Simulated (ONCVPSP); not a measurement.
## Scattering properties, ONCV potential for titanium

ONCVPSP 4.0.1 input, shortened (lines: element, Z, core and valence counts, functional; n l f; lmax; l rc ep ncon nbas qcut; lloc lpopt rc5 dvloc0; l nproj debl; icmod fcfact rcfact), PBE, scalar-relativistic:

```
  Ti 22.00    3    4        4      upf
    1    0    2.00
    2    0    2.00
    2    1    6.00
    3    0    2.00
    3    1    6.00
    3    2    2.00
    4    0    2.00
    2
    0    1.80    0.00    4    9    5.20
    1    1.55    0.00    3    6    9.40
    2    1.55    0.00    5   10   10.50
    4    5    1.15    1.00
    0    2    3.00
    1    3    0.60
    2    2    1.70
    3    4.00    1.20
```

In the p channel the program set the typed energies aside and used -1.428, 0.250, 0.850 Ha.

The phase is arctan(r·R′/R) of the radial function R(r), unwrapped; energies in Ha, scanned from -4 to 5 Ha. A pole is an energy at which the radial function vanishes at the test radius. The pseudo phase is shifted by a multiple of π to meet the all-electron one at the reference energy, and phase errors are pseudo minus all-electron; the curves can meet again beyond the range given. Levels narrower than the energy grid can be missing from the lists of poles.

**Question.** For each channel, where are the poles, and over which energies does the pseudopotential scatter like the atom?

**Answer.**

```
channel  radius (bohr)  reference energy (Ha)  poles, all-electron  poles, pseudo  unbroken range about the reference energy with phases within 0.05 rad  phase error 1 Ha above the reference energy (rad)
      s           1.83                  -0.16          -2.07, 4.59    -2.07, 4.21                                                              below 4.9                                             -0.004
      p           1.57                  -1.43                -0.68          -0.68                                                        the whole range                                             +0.000
      d           1.57                  -0.16                 0.78           0.78                                                        the whole range                                             +0.000
```

Phases in the p channel:

| E (Ha) | all-electron | pseudo |
| --- | --- | --- |
| -3.98 | 1.178 | 1.178 |
| -3.74 | 1.145 | 1.145 |
| -3.50 | 1.103 | 1.103 |
| -3.26 | 1.047 | 1.047 |
| -3.02 | 0.968 | 0.968 |
| -2.78 | 0.850 | 0.851 |
| -2.54 | 0.659 | 0.659 |
| -2.30 | 0.324 | 0.324 |
| -2.06 | -0.208 | -0.208 |
| -1.82 | -0.752 | -0.752 |
| -1.58 | -1.103 | -1.103 |
| -1.34 | -1.306 | -1.306 |
| -1.10 | -1.433 | -1.433 |
| -0.86 | -1.520 | -1.520 |
| -0.62 | -1.587 | -1.587 |
| -0.38 | -1.642 | -1.642 |
| -0.14 | -1.690 | -1.690 |
| 0.10 | -1.736 | -1.736 |
| 0.34 | -1.781 | -1.781 |
| 0.58 | -1.829 | -1.829 |
| 0.82 | -1.882 | -1.882 |
| 1.06 | -1.944 | -1.944 |
| 1.30 | -2.020 | -2.020 |
| 1.54 | -2.118 | -2.118 |
| 1.78 | -2.251 | -2.250 |
| 2.02 | -2.437 | -2.436 |
| 2.26 | -2.700 | -2.700 |
| 2.50 | -3.045 | -3.045 |
| 2.74 | -3.417 | -3.417 |
| 2.98 | -3.733 | -3.733 |
| 3.22 | -3.963 | -3.963 |
| 3.46 | -4.123 | -4.123 |
| 3.70 | -4.237 | -4.237 |
| 3.94 | -4.320 | -4.320 |
| 4.18 | -4.383 | -4.383 |
| 4.42 | -4.433 | -4.433 |
| 4.66 | -4.473 | -4.473 |
| 4.90 | -4.507 | -4.507 |
